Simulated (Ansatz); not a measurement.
Consider the ligand exchange at a B–N bond: `BN(C)CC` + `C=N` → `BN=C` + ethylmethylamine.

Isolated molecules relaxed with PBE0-D4/def2-TZVP in Ansatz; ΔE leaves out vibrations. CCSD(T)/CBS is the MP2 limit (def2-TZVPP, def2-QZVPP) plus CCSD(T) − MP2 in def2-TZVPP, frozen cores. This one scheme is used for every species. Functionals use def2-TZVPP. HSE06 is defined as in plane-wave codes. One conformer a species, not always the lowest.

```
          level  ΔE (kJ/mol)  difference from CCSD(T)/CBS
     r2SCAN0-D4         26.9                        -13.0
       BHLYP-D4         30.6                         -9.3
   CAM-B3LYP-D4         28.2                        -11.7
        ωB97X-V         34.1                         -5.8
            PBE         15.5                        -24.4
         revPBE         12.9                        -27.0
         r2SCAN         20.9                        -19.0
        r2SCAN0         25.6                        -14.3
          HSE06         22.1                        -17.8
      CAM-B3LYP         24.8                        -15.1
        LC-ωPBE         29.3                        -10.6
  HF/def2-TZVPP         31.5                         -8.4
CCSD/def2-TZVPP         40.4                          0.5
 MP2/def2-QZVPP         41.2                          1.3
   HF/CBS(def2)         31.4                         -8.5
  MP2/CBS(def2)         40.5                          0.6
    CCSD(T)/CBS         39.9                            0
```

Largest T1 diagnostic among the species: 0.016.

In def2-TZVPP, CCSD(T) changes the Hartree–Fock value by +10.1 kJ/mol (the triples alone add +1.2 kJ/mol) and MP2 by +10.7 kJ/mol. Leaving LDA and LC-ωPBE aside and taking each functional with its dispersion term where it has one, the values, not all of them listed here, spread over 15.0 kJ/mol, from PBE-D4 to PBE-QIDH. From BLYP to BHLYP (50 % exact exchange), in def2-TZVPP and without D4, ΔE moves by +13.6 kJ/mol.
